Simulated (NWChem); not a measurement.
System: ZrH2I2; SMILES [I][ZrH2][I]

NWChem input:

```
start job
memory heap 200 mb stack 900 mb global 1100 mb
geometry units angstroms noautoz
  Zr     0.000000     0.000000    -1.062298
  I      2.280922     0.000000     0.366561
  I     -2.280922     0.000000     0.366561
  H      0.000000     1.513916    -2.116680
  H      0.000000    -1.513916    -2.116680
end
basis spherical
  Zr library def2-svp
  I library def2-svp
  H library def2-svp
end
ecp
  Zr library def2-ecp
  I library def2-ecp
end
dft
  xc b3pw91
  iterations 150
  convergence damp 70 ncydp 30 lshift 0.3 ncysh 40
  mulliken
end
task dft energy
```

Coordinates come from a PBE-D3(BJ)/def2-SVP optimisation. def2 effective core potentials on Zr, I; no spin-orbit coupling.

### Question
What results follow from this input? (B3PW91/def2-SVP with def2 effective core potentials on Zr, I.) Quantities: energy (Ha); highest occupied level (eV); orbital gap (eV); dipole (D).

### Answer
| Quantity | Value |
|---|---|
| energy (Ha) | -644.06 |
| highest occupied level (eV) | -8.01 |
| orbital gap (eV) | 4.88 |
| dipole (D) | 0.05 |
